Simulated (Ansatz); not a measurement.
**Molecular dynamics of C3H7AlO**

input.yaml

```yaml
crystal:
  periodic: [false, false, false]
  atoms:
    - { symbol: C, position_ang: [-0.482258, 0.208148, 1.701079] }
    - { symbol: C, position_ang: [-0.112441, 0.074745, 0.417013] }
    - { symbol: C, position_ang: [-0.080876, 1.332787, -0.480169] }
    - { symbol: Al, position_ang: [0.360835, -1.640542, -0.281756] }
    - { symbol: O, position_ang: [0.787802, -1.785851, -1.918349] }
    - { symbol: H, position_ang: [-0.524752, -0.646201, 2.391381] }
    - { symbol: H, position_ang: [-0.766487, 1.171207, 2.150936] }
    - { symbol: H, position_ang: [0.934364, 1.513437, -0.876036] }
    - { symbol: H, position_ang: [-0.74863, 1.21782, -1.352372] }
    - { symbol: H, position_ang: [-0.394012, 2.236327, 0.066223] }
    - { symbol: H, position_ang: [0.380961, -2.886103, 0.541615] }
    - { symbol: H, position_ang: [0.722494, -0.850874, -2.325565] }
basis:
  gaussian: { orbitals: STO-3G }
hamiltonian:
  xc: b3lyp
  dispersion: d4
md:
  timestep: 0.5
  n_steps: 160
  ensemble: nvt_nose_hoover
  temperature: 500.0
  initial_velocities: maxwell_boltzmann
  seed: 26640
```

Command:

```bash
$ ansatz run input.yaml --threads 1 --pin off --max-ram 2048MiB --backend cpu --events-out ev --progress --plain --runs-dir out
```

It starts from a relaxed structure.

Output, in part (step lines, the closing report, with atoms numbered from 0):

```
md step     0: t =     0.00 fs  T =   500.0 K  F+E_penalty+E_count = -11723.27155356 eV  E_kin = 0.646300 eV  conserved = -11722.62525356 eV  (23 SCF iters)
[... lines left out ...]
Total energy: -11722.87707759 eV, -430.8077865498 hartree
Atom 0 at    -0.346891     0.285926     1.778647 Å, force     0.467561    -0.091906    -1.056616 eV/Å
Atom 1 at     0.028793     0.126954     0.479124 Å, force    -0.899084    -0.212766     0.329623 eV/Å
Atom 2 at    -0.224266     1.357038    -0.450081 Å, force    -1.015959    -0.629937    -1.625903 eV/Å
Atom 3 at     0.206363    -1.665996    -0.371873 Å, force     0.451984     1.004168    -0.065744 eV/Å
Atom 4 at     0.997767    -1.863611    -1.886179 Å, force    -0.444295     0.339705     0.829326 eV/Å
Atom 5 at    -0.371299    -0.520140     2.500527 Å, force     0.172522    -0.764421     0.269273 eV/Å
Atom 6 at    -0.665238     1.225058     2.242593 Å, force     0.053525     0.400313    -0.294430 eV/Å
Atom 7 at     0.522432     1.569532    -1.236821 Å, force     0.624952    -0.182743     0.495877 eV/Å
Atom 8 at    -1.112786     1.084080    -1.095573 Å, force     0.358453     0.340130     0.713678 eV/Å
Atom 9 at    -0.474438     2.316470     0.029545 Å, force     0.137473    -0.203193     0.419860 eV/Å
Atom 10 at    -0.348947    -2.938405     0.127610 Å, force    -0.229332    -0.252426     0.422049 eV/Å
Atom 11 at     1.269156    -0.903286    -2.092987 Å, force     0.322199     0.253076    -0.436993 eV/Å
Dipole moment:     0.011422     0.141267    -0.041390 e Å
```

The steps, from the saved trajectory:

```
time (fs)  T (K)  potential energy less start (eV)  conserved less start (meV/atom)
      0.0    500                             0.000                             0.00
      2.5    362                             0.181                             0.22
      5.0    343                             0.204                             0.08
      7.5    267                             0.303                             0.19
     10.0    277                             0.290                             0.09
     12.5    231                             0.351                             0.16
     15.0    179                             0.419                             0.13
     17.5    155                             0.451                             0.19
     20.0    237                             0.345                             0.06
     22.5    159                             0.448                             0.20
     25.0    191                             0.407                             0.13
     27.5    214                             0.380                             0.15
     30.0    253                             0.332                             0.12
     32.5    260                             0.324                             0.13
     35.0    211                             0.391                             0.15
     37.5    220                             0.383                             0.20
     40.0    345                             0.223                             0.06
     42.5    303                             0.284                             0.20
     45.0    332                             0.250                             0.10
     47.5    296                             0.302                             0.19
     50.0    332                             0.260                             0.13
     52.5    349                             0.243                             0.13
     55.0    282                             0.335                             0.16
     57.5    261                             0.369                             0.18
     60.0    311                             0.307                             0.10
     62.5    255                             0.387                             0.18
     65.0    274                             0.367                             0.15
     67.5    279                             0.366                             0.16
     70.0    322                             0.318                             0.17
     72.5    385                             0.243                             0.10
     75.0    309                             0.351                             0.17
     77.5    270                             0.408                             0.19
     80.0    284                             0.395                             0.10
```

The run went to its last step. The conserved energy stayed within 0.23 meV per atom of its start (net change 0.1 meV per atom), so the integration is sound. The mean temperature of the second half is 39 % below the set value. A run of 0.08 ps of so small a system gives no equilibrium averages. Limits of this set-up: minimal basis.

The same pairs are bonded in the first frame and the last. Pairs count as bonded within 1.25 times the sum of covalent radii (0.12 Å more for H–H).

Last frame:

```xyz
12
Properties=species:S:1:pos:R:3
C -0.347 0.286 1.779
C 0.029 0.127 0.479
C -0.224 1.357 -0.450
Al 0.206 -1.666 -0.372
O 0.998 -1.864 -1.886
H -0.371 -0.520 2.501
H -0.665 1.225 2.243
H 0.522 1.569 -1.237
H -1.113 1.084 -1.096
H -0.474 2.317 0.029
H -0.349 -2.938 0.128
H 1.269 -0.903 -2.093
```

The run took 17 min on 1 CPU thread of a shared host.
